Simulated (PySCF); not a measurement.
# One molecule, many functionals

C3H7BO2.
SMILES: `CB1OCCO1`

Linear-response calculations in the def2-SVPD basis (PySCF; singlets by full response, triplets Tamm–Dancoff, core orbitals frozen in the response; HF means time-dependent Hartree–Fock). 'Strongest' is the level of largest summed f among the singlets computed (10 roots, of which the last may lack a degenerate partner); it can jump between rows when another state enters that window. S1 is the lowest singlet of each run and needn't be the same state throughout; f(S1) is that of one state. Isolated species at its PBE0-D3(BJ)/def2-SVP geometry, gas phase.

```
functional                               kind  S1 (eV)  f(S1)  strongest (eV)  T1 (eV)  HOMO (eV)  gap (eV)  ionisation energy, ΔSCF (eV)
       LDA                                LDA     6.15  0.000            7.00     6.07      -6.56      6.13                          9.85
       PBE                                GGA     6.11  0.000            7.07     6.02      -6.46      6.10                          9.73
     B3LYP  global hybrid, 20% exact exchange     6.78  0.000            7.77     6.66      -7.75      7.77                         10.16
      PBE0  global hybrid, 25% exact exchange     7.01  0.000            7.94     6.86      -7.96      8.26                         10.15
 BHandHLYP  global hybrid, 50% exact exchange     7.66  0.000            8.72     7.49      -9.45     10.16                         10.48
 CAM-B3LYP             range-separated hybrid     7.18  0.000            8.24     7.03      -9.42     10.26                         10.40
   wB97X-D             range-separated hybrid     7.44  0.000            8.38     7.33      -9.90     11.65                         10.32
   LC-wPBE             range-separated hybrid     7.76  0.000            8.68     7.54     -10.75     12.50                         10.61
        HF                       Hartree–Fock     8.85  0.000           10.43     8.50     -11.79     13.70                   not settled
```

S1 runs from 6.11 eV (PBE) to 8.85 eV (HF), a spread of 2.74 eV, while the orbital gap spreads over 7.6 eV. Along PBE (0%), B3LYP (20%), PBE0 (25%), BHandHLYP (50%), HF (100%) S1 rises with the share of exact exchange. −ε(HOMO) comes closest to its own ΔSCF ionisation energy with LC-wPBE (+0.14 eV) and misses most with LDA (-3.29 eV). 'Not settled' means that the ion's SCF failed to converge or may have ended in another state than the lowest.

Without π bonds the low states are Rydberg-like; a valence basis with one diffuse set may place them up to an eV too high.
